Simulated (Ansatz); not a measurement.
Ge₂H₆O, SMILES [GeH3][O][GeH3].

Coordinates come from a r2SCAN-D4/def2-SVP optimisation.

Two levels are set side by side: PBE/def2-TZVPD (Ansatz, a quantum-chemistry and plane-wave program) and PBE0/def2-TZVPD (Ansatz). Energy differences of separate SCF runs at the same geometry; the states with an electron removed or added have multiplicity 2 and 2. Differences are taken from unrounded values.

| quantity | PBE0 |
|---|---|
| vertical ionisation energy (eV) | 10.14 |
| vertical singlet–triplet gap (eV) | 5.81 |

Q: What does PBE give, and how far is it from PBE0? (Estimate from the structure and the level; the computed values follow.)

A: 
```tsv
quantity	PBE	PBE minus PBE0
vertical ionisation energy (eV)	9.80	-0.34
vertical singlet–triplet gap (eV)	5.39	-0.42
```
